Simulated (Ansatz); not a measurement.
BBr3 (SMILES BrB(Br)Br), singlet, at a GFN2-xTB geometry; HF/def2-SVP run with Ansatz (an electronic-structure program).

Input for Ansatz:
Ansatz 0.2 input:
```yaml
crystal:
  periodic: [false, false, false]
  atoms:
    - {symbol: B, position_ang: [0.01808306, -0.01978242, -0.03760993]}
    - {symbol: Br, position_ang: [-1.50731106, -1.11118164, -0.13755349]}
    - {symbol: Br, position_ang: [0.01971195, 1.66670358, -0.86448993]}
    - {symbol: Br, position_ang: [1.48501581, -0.55269588, 1.00741627]}
basis:
  gaussian:
    orbitals: def2-SVP
hamiltonian:
  xc: hf
scf: {lower_state_search: light}
```

### Question
Predict the main parts of the log of this Ansatz run.

### Answer

```
Functional definition: HF
1056 factors; integrals over basis functions are off by at most 7.3e-4 eV
mean field evaluation 1: about -210643.8888 eV, gradient 1.9e1 eV
mean field evaluation 2: about -210643.9496 eV, gradient 1.9e1 eV
mean field evaluation 4: about -210645.2791 eV, gradient 2.0e0 eV
mean field evaluation 8: about -210645.3071 eV, gradient 1.2e-1 eV
mean field -210645.30718936 eV, -7741.0722586915 hartree, gradient 2.0e-5 eV, S^2 0.000000; 0 other end points of the search recorded, 0 dependent functions left out
reference -210645.30718936 eV, -7741.0722586915 hartree; 55, 55 occupied and 55, 55 virtual orbitals, 1056 factors
Total energy: -210645.30718936 eV, -7741.0722586915 hartree
```
